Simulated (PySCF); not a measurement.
PySCF input file for C5H7Cl, SMILES C([C@H](CCl)C)#C, PBE0/pcSseg-1. Geometry optimised at B3LYP-D3(BJ)/def2-SVP. The structure was generated by enumeration; whether it is a known compound was not checked. The values are those of a single conformer.

```python
import numpy as np
from pyscf import gto, scf, dft
from pyscf.prop.nmr import rks as nmr

mol = gto.M(
    atom='''
    C     2.98623425    0.62475821   -0.44835423
    C     1.85225487    0.48276794   -0.04681104
    C     0.46658495    0.31193643    0.40336659
    C    -0.26920165    1.65758669    0.49804115
    C    -0.22942132   -0.68222655   -0.53993392
    Cl   -1.88010274   -1.12230506    0.04643577
    H     3.99469275    0.75199344   -0.79378005
    H     0.48670027   -0.15081190    1.40629494
    H    -0.29899632    2.15086779   -0.48610536
    H    -1.30036604    1.49863396    0.84291498
    H     0.24253688    2.32915968    1.20210923
    H     0.34167032   -1.61599811   -0.61351548
    H    -0.34319780   -0.25359521   -1.54517762
    ''',
    basis='pcSseg-1',
    charge=0,
    spin=0,
    max_memory=1600,
    verbose=3,
)
mf = dft.RKS(mol, xc='pbe0')
mf.grids.level = 3
mf.conv_tol = 1e-10
mf.max_cycle = 100
mf.kernel()
n = nmr.NMR(mf)
n.verbose = 2
n.max_cycle_cphf = 60
sigma = n.kernel()
print('atom   isotropic/ppm   span/ppm')
for i, s in enumerate(sigma):
    w = np.linalg.eigvalsh((s + s.T) / 2)
    print(f'{mol.atom_symbol(i):2s}{i + 1:3d} {w.mean():14.3f} {w[2] - w[0]:11.3f}')
```

It prints:

```
converged SCF energy = -654.4410639785
atom   isotropic/ppm   span/ppm
C   1        106.819     210.783
C   2         96.583     307.936
C   3        153.140      30.755
C   4        164.632      31.809
C   5        128.212      59.799
Cl  6        852.585     407.129
H   7         29.251      15.096
H   8         28.847       8.304
H   9         30.457       8.620
H  10         29.501      10.966
H  11         29.944      10.805
H  12         27.639      11.766
H  13         28.151      10.139
```

Self-consistency was reached.

Cost: roughly 50 core-seconds.
